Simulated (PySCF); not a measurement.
SMILES Cc1cccc[c]1[GeH3], GFN2-xTB optimised geometry.

```
18

C     -1.78    -1.71     0.00
C     -1.03    -0.42     0.00
C     -1.71     0.79     0.00
C     -1.03     2.00     0.00
C      0.36     2.00     0.00
C      1.04     0.80     0.00
C      0.36    -0.42     0.00
Ge     1.39    -2.08     0.00
H     -2.85    -1.55     0.01
H     -1.52    -2.29    -0.89
H     -1.50    -2.31     0.87
H     -2.79     0.79     0.00
H     -1.57     2.93     0.00
H      0.90     2.93     0.00
H      2.12     0.79     0.00
H      1.12    -2.92     1.20
H      2.85    -1.76    -0.01
H      1.10    -2.93    -1.19
```

Density from B3LYP/def2-SVP run with PySCF at that geometry.

Minimum of the electron density along straight lines between bonded atoms, close to the bond critical point (lines longer than 1.1 times the sum of covalent radii, or with two minima, are not listed):

```csv
bond,length / Å,ρ at the minimum / e bohr⁻³,∇²ρ there / e bohr⁻⁵,position (fraction from the first atom)
C1–C2,1.497,0.259,-0.62,0.50
C2–C3,1.387,0.313,-0.80,0.50
C3–C4,1.384,0.315,-0.82,0.50
C4–C5,1.383,0.315,-0.82,0.50
C5–C6,1.383,0.315,-0.82,0.50
C2–C7,1.397,0.307,-0.77,0.50
C6–C7,1.389,0.310,-0.78,0.50
C7–Ge8,1.952,0.130,0.05,0.53
C1–H9,1.087,0.278,-1.02,0.63
C1–H10,1.091,0.275,-1.00,0.63
C1–H11,1.091,0.275,-1.00,0.63
C3–H12,1.081,0.283,-1.06,0.63
C4–H13,1.080,0.284,-1.08,0.63
C5–H14,1.080,0.283,-1.07,0.63
C6–H15,1.083,0.283,-1.07,0.63
Ge8–H16,1.498,0.141,0.08,0.59
Ge8–H17,1.495,0.142,0.09,0.59
Ge8–H18,1.497,0.141,0.08,0.59
```
